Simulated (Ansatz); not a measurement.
TiAl₉⁻. Total charge -1; triplet. Geometry PBE-D4/def2-SVP, that of the neutral doublet; atoms count from 1.

Cartesian coordinates in Å:
```
Ti -1.043 0.475 2.168
Al -1.429 2.465 0.363
Al -0.543 -2.122 1.110
Al 1.542 -0.562 -0.451
Al -0.066 -2.516 -1.420
Al 1.289 -0.642 2.238
Al 0.421 1.824 -1.655
Al 0.980 1.576 0.895
Al -1.131 -0.075 -0.381
Al -0.021 -0.423 -2.867
```

The charge -1 triplet is spin-contaminated (final ⟨S²⟩ up to 2.63, 2.00 for a pure state). The structure comes from a short search, and lower isomers may exist.

Q: Estimate the Mulliken populations from the PBE0/def2-TZVP orbitals of Ansatz.

A: 
```csv
atom,charge (e),spin (α − β),d electrons
Ti1,0.07,2.24,2.84
Al2,-0.17,-0.17,–
Al3,-0.16,0.04,–
Al4,-0.06,-0.18,–
Al5,-0.14,0.13,–
Al6,-0.18,0.13,–
Al7,-0.14,0.10,–
Al8,-0.11,-0.19,–
Al9,0.00,-0.07,–
Al10,-0.13,-0.04,–
```
Mulliken values and Mayer orders depend strongly on the basis.

Q: Where does the spin sit?

A: Summed by element: Ti 2.24, Al -0.24, of 2 unpaired in all. Largest on single atoms: Ti1 2.24, Al8 -0.19, Al4 -0.18.

Q: And the Mayer bond orders between bonded heavy atoms (over 0.3)?

A: Ti1–Al2 0.76 (2.71 Å); Ti1–Al3 0.57 (2.85 Å); Ti1–Al6 0.80 (2.59 Å); Ti1–Al8 0.59 (2.63 Å); Ti1–Al9 0.56 (2.61 Å); Al2–Al7 0.54 (2.81 Å); Al2–Al8 0.60 (2.62 Å); Al2–Al9 0.51 (2.66 Å); Al3–Al5 0.74 (2.60 Å); Al3–Al6 0.64 (2.61 Å); Al3–Al9 0.52 (2.60 Å); Al4–Al5 0.52 (2.71 Å); Al4–Al6 0.60 (2.70 Å); Al4–Al7 0.33 (2.90 Å); Al4–Al8 0.56 (2.59 Å); Al4–Al10 0.40 (2.88 Å); Al5–Al9 0.37 (2.86 Å); Al5–Al10 0.81 (2.54 Å); Al6–Al8 0.57 (2.61 Å); Al7–Al8 0.58 (2.62 Å); Al7–Al9 0.40 (2.76 Å); Al7–Al10 0.77 (2.59 Å); Al9–Al10 0.46 (2.74 Å).
